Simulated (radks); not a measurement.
All-electron atom: Ga III in [Ar] 3d10 4s1 (the NIST ground configuration).

Calculated with a radial shooting solver on a logarithmic mesh with Libxc functionals: Dirac Kohn-Sham, LDA (Slater exchange, Perdew-Wang correlation), spin-unpolarised, spherical densities, finite nucleus; Fermi nuclear charge, rms radius 3.9973 fm.

Energy parts (eV):
| part | energy |
|---|---|
| total | -52795.145 |
| kinetic | 53823.057 |
| electron-nucleus | -126885.784 |
| Hartree | 22231.830 |
| exchange-correlation | -1964.248 |

Orbitals (lengths in bohr, moments of r in powers of bohr; r(90%) holds 90 % of the orbital's charge):
1s1/2: occ. 2; eigenvalue (eV) -10228.37; r(90%) 0.0870
2s1/2: occ. 2; eigenvalue (eV) -1279.923; r(90%) 0.338
2p1/2: occ. 2; eigenvalue (eV) -1136.712; r(90%) 0.309
2p3/2: occ. 4; eigenvalue (eV) -1109.113; r(90%) 0.314
3s1/2: occ. 2; eigenvalue (eV) -167.8630; r(90%) 0.979
3p1/2: occ. 2; eigenvalue (eV) -121.5562; r(90%) 1.04
3p3/2: occ. 4; eigenvalue (eV) -117.9186; r(90%) 1.05
3d3/2: occ. 4; eigenvalue (eV) -40.0178; r(90%) 1.37
3d5/2: occ. 6; eigenvalue (eV) -39.5500; r(90%) 1.38
4s1/2: occ. 1; eigenvalue (eV) -26.4698; r(90%) 3.05
4p1/2: occ. 0; eigenvalue (eV) -18.2010; r(90%) 3.68
4p3/2: occ. 0; eigenvalue (eV) -17.9500; r(90%) 3.72
5s1/2: occ. 0; eigenvalue (eV) -8.9862; r(90%) 6.96

The highest occupied level is 4s1/2 at -26.470 eV. The density falls to 0.001 e/bohr^3 at r = 3.28 bohr. For comparison, the ionisation energy in NIST's Atomic Spectra Database is 30.726 eV (measured). In exact Kohn-Sham theory the highest level is minus the ionisation energy, but local and semilocal functionals leave it too shallow, through self-interaction and a potential that decays too fast; potentials with the right tail come closer. The electron density at the nucleus is 2.81e+04 e/bohr^3. Summed over all electrons, <r^2> = 17.74 bohr^2, which gives a Langevin (diamagnetic) susceptibility term of -14.1 x 10^-6 cm^3/mol.

Beside tabulated values, note that spin-unpolarised runs miss the spin-polarisation part of the exchange energy of open shells.
